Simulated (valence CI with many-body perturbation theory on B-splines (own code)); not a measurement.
**A CI+MBPT run for Si I**

Computed by valence CI with perturbative core correlation (CI+MBPT): four valence electrons over a frozen Dirac-Fock core [Ne], a basis of 11 s, 11 p, 9 d, 7 f, 5 g, 2 h, 1 i functions for each j, with the one-electron correlation potential Σ1 (screened to all orders), the two-electron term Σ2, the three-electron term Σ3, Breit, model QED; selected single and double excitations, second order for the rest, scaled by the run's own slope (own B-spline code, finite nucleus).

Command, and the settings that its task file holds:

```sh
python run_cv.py task.json out
```

```
atom Si  Z=14  mass_number=28  rms_radius_fm=3.1224
core [Ne]
valence 3s2 3p2
avg = 1
basis = L
breit = 1
cap = 40000
capref = 1200
cscale = 1
de = 0.0
dress = 0
eps = 2e-08
extrap = 1
h = 0.27
hh = 1
l2 = 3
lcore = 6
maxit = 60
n2 = 5
natural = 1
nlev = 60
nno = [7, 7, 6, 5, 4, 2, 1]
nroot = 26
nsp = [4, 4, 3, 2, 1, 0, 0]
pt2 = 1
qed = 1
rpa = 1
s1 = 1
s2 = 1
s3 = 1
screen = 1
tol = 2e-05
whole = 1
```

(1) Roughly how long does this run take on one core of Intel(R) Xeon(R) Processor @ 2.30GHz, and how much memory?

Log. The first blocks belong to the next ion, which gives the ionisation energy. Fields: 2J, parity (1 odd), roots, reference size, generating configurations, candidates as configurations/state functions, variational space P, stored matrix elements, Davidson steps; e2 is the range of second-order energies in hartree. The first line gives the box (bohr), its intervals, the orbitals and the steps of their self-consistent field. Window is the range of levels sought, series limit the energy at which the first omitted orbital would enter, core excitation an estimate of the first excitation out of the core, left out the lowest levels not solved, and shifts from estimates the range by which levels moved from their first estimate, all in cm⁻¹.

```
rmax 73.4 intervals 71 orbitals 81 references ['3s2 3p2'] scf 10 t 1.4
2J=1 par=1 roots 2 ref 38 generators 14 cand 3044/4502 P 3074/4540 nnz 2.1e+06 it 9
2J=1 par=1 roots 2 ref 38 generators 84 cand 3836/5751 P 6910/10291 nnz 7.9e+06 it 9
   second order: generators 173 cand 19211/29325 e2 -0.00005 -0.00004
2J=3 par=1 roots 2 ref 54 generators 13 cand 2293/4545 P 2329/4599 nnz 2.6e+06 it 9
2J=3 par=1 roots 2 ref 54 generators 87 cand 4260/8959 P 6589/13558 nnz 1.4e+07 it 9
   second order: generators 171 cand 26260/56621 e2 -0.00008 -0.00007
reference levels 129, estimated 126, window 59250 1/cm; series limit 60661, core excitation 855948
2J=0 par=0 roots 8 ref 8 generators 127 cand 3069/4974 P 5114/7995 nnz 3.4e+06 it 8
2J=0 par=0 roots 8 ref 8 generators 276 cand 19250/32533 P 24364/40528 nnz 3.9e+07 it 9
   second order: generators 659 cand 302750/610351 e2 -0.00061 -0.00029
2J=2 par=0 roots 15 ref 15 generators 214 cand 1642/5449 P 2633/7982 nnz 4.7e+06 it 8
2J=2 par=0 roots 15 ref 15 generators 467 cand 8549/33782 P 11182/41764 nnz 6.5e+07 it 10
   second order: generators 1002 cand 396463/1941586 e2 -0.00297 -0.00129
2J=4 par=0 roots 17 ref 17 generators 246 cand 1374/5359 P 2326/7884 nnz 5.4e+06 it 6
2J=4 par=0 roots 17 ref 17 generators 535 cand 6586/32096 P 8912/39980 nnz 6.8e+07 it 9
   second order: generators 709 cand 396867/2802508 e2 -0.00319 -0.00248
2J=4 par=1 roots 19 ref 20 generators 223 cand 1393/5493 P 2302/8003 nnz 5.6e+06 it 9
2J=4 par=1 roots 19 ref 20 generators 549 cand 6586/32209 P 8888/40212 nnz 7.2e+07 it 13
   second order: generators 649 cand 384767/2663267 e2 -0.00564 -0.00114
2J=0 par=1 roots 7 ref 7 generators 113 cand 2999/4879 P 5414/8532 nnz 3.5e+06 it 7
2J=0 par=1 roots 7 ref 7 generators 250 cand 19398/33116 P 24812/41648 nnz 4.1e+07 it 10
   second order: generators 588 cand 279274/560734 e2 -0.00060 -0.00027
2J=2 par=1 roots 17 ref 19 generators 206 cand 1625/5451 P 2680/7968 nnz 4.6e+06 it 8
2J=2 par=1 roots 17 ref 19 generators 476 cand 8414/32025 P 11094/39993 nnz 6.5e+07 it 14
   second order: generators 977 cand 388017/1934924 e2 -0.00245 -0.00137
2J=6 par=1 roots 13 ref 13 generators 181 cand 1242/5451 P 2176/7987 nnz 5.2e+06 it 6
2J=6 par=1 roots 13 ref 13 generators 432 cand 5758/32003 P 7934/39990 nnz 7.5e+07 it 9
   second order: generators 537 cand 344160/2994513 e2 -0.00295 -0.00246
2J=6 par=0 roots 11 ref 11 generators 186 cand 1152/5425 P 2033/8042 nnz 5.1e+06 it 6
...
2J=10 par=0 roots 2 ref 2 generators 86 cand 7398/42067 P 9390/50760 nnz 1.1e+08 it 8
   second order: generators 196 cand 195158/1761588 e2 -0.00047 -0.00046
2J=10 par=1 roots 3 ref 3 generators 53 cand 803/5383 P 1365/7987 nnz 8e+06 it 6
2J=10 par=1 roots 3 ref 3 generators 116 cand 3968/28250 P 5333/36237 nnz 9.5e+07 it 7
   second order: generators 260 cand 229826/2018090 e2 -0.00037 -0.00037
2J=12 par=1 roots 1 ref 1 generators 19 cand 793/4034 P 1789/8934 nnz 9.4e+06 it 5
2J=12 par=1 roots 1 ref 1 generators 45 cand 3485/21499 P 5274/30433 nnz 6.7e+07 it 7
   second order: generators 97 cand 148140/1175480 e2 -0.00033 -0.00033
left out: unestimated 82806, estimated none, shifts from estimates -732 to 185
operators 1.0
```

The Davidson iterations converged.

Against 48 measured levels this calculation errs by 36 cm⁻¹ on average and by 119 at most. These come from a selection out of the NIST Handbook of Basic Atomic Spectroscopic Data. Levels without a partner in it may be off by more. Among the levels kept, up to 810 cm⁻¹ of a level comes from second order outside the variational space, and about a tenth of that is noise between levels of different J, which matters for small intervals.

```yaml
Valence_energy: -3.789722 hartree
Ionisation_energy: "8.1536 eV (NIST: 8.15168 eV (measured))"
Reference_configurations_for_the_orbitals: 3s2 3p2
Radial_orbitals: 81
Box_radius: 73.39 bohr
Largest_variational_space: 50760
Lowest_levels: 3s²3p² ³P_0 0.0000, 3s²3p² ³P_1 0.0109, 3s²3p² ³P_2 0.0298, 3s²3p² ¹D_2 0.7872, 3s²3p² ¹S_0 1.919, 3s3p³ ⁵S°_2 4.117, 3s²3p4s ³P°_0 4.924, 3s²3p4s ³P°_1 4.935, 3s²3p4s ³P°_2 4.959, 3s²3p4s ¹P°_1 5.088, 3s3p³ ³D°_1 5.609, 3s3p³ ³D°_2 5.611, 3s3p³ ³D°_3 5.615, 3s²3p4p ¹P_1 5.866 eV
```

Names give the largest LS component (configuration and term), which can be under half, so a name can repeat, a term be missing and a line seem to break the LS rules; names also repeat where a configuration has a term twice.

Results:

(1) 10 min on 1 thread of Intel(R) Xeon(R) Processor @ 2.30GHz, with other jobs on the host, peak memory 1.3 GiB.
